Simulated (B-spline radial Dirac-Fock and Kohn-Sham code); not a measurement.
ΔSCF core binding energies without Breit or QED terms, calculated with a radial finite-basis atomic code.

A sound run for mercury as Hg⁴⁺ in the configuration [Xe] 4f14 5d8: The ground state converged in 10 iterations, with total energy -19644.92002 Ha, virial ratio 1.86772 and highest orbital energy -63.71 eV. ΔSCF binding energies: K (1s) 83613.6 eV, L3 (2p3/2) 12381.2 eV. Holes are computed only in closed shells, and unreliable hole states are left out.

A second run, with one unsound setting: The ground state converged in 9 iterations, with total energy -19640.00557 Ha, virial ratio 1.86646 and highest orbital energy -35.95 eV. ΔSCF binding energies: K (1s) 83583.7 eV, L3 (2p3/2) 12351.9 eV. Holes are computed only in closed shells, and unreliable hole states are left out.

```
iter   energy (Ha)        error
   1   -19639.03575554  2.24e+00
   2   -19639.67056703  1.93e-01
   3   -19640.00313755  2.74e-02
   4   -19640.00540724  1.24e-02
   5   -19640.00555493  9.07e-04
   6   -19640.00556081  7.55e-04
   7   -19640.00556581  6.75e-05
   8   -19640.00556583  9.37e-06
   9   -19640.00556583  2.82e-07
```

Task: Which fault fits the second run best?
A. overfilled shell
B. damping too heavy
C. box too small
D. unbound anion

Result: C. The input had rmax = 2.0: rmax squeezes the outer orbitals.
